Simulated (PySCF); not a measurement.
Delta-SCF ions had no search for a lower state. Excitations are Tamm–Dancoff values on a coarser integration grid. The basis has no diffuse functions, so Rydberg states are missing or too high.

# C₃H₄S, SMILES `C#CSC` (charge 0, multiplicity 1)

All values below come from ωB97X-D3(BJ)/def2-TZVP // B3LYP-D3(BJ)/def2-TZVP (PySCF 2.14.0).

HOMO: -8.85 eV
dipole moment: 1.63 D
LUMO: 1.91 eV
HOMO–LUMO gap: 10.75 eV
S1 excitation (TDA): 4.78 eV
S1 oscillator strength: 0.000
T1 excitation (TDA): 4.43 eV
S1–T1 gap (TDA): 0.35 eV
vertical ionisation energy (Delta-SCF): 8.85 eV
total energy: -514.9625 Ha
cost: around 2.2 core-minutes (rough)

```xyz
8

C      2.2793     0.0570    -0.1881
C      1.2138    -0.3564    -0.5713
S     -0.2361    -0.9814    -1.1470
C     -1.4335     0.0710    -0.2602
H      3.2175     0.4220     0.1501
H     -2.4196    -0.2670    -0.5761
H     -1.2954     1.1136    -0.5361
H     -1.3261    -0.0588     0.8140
```
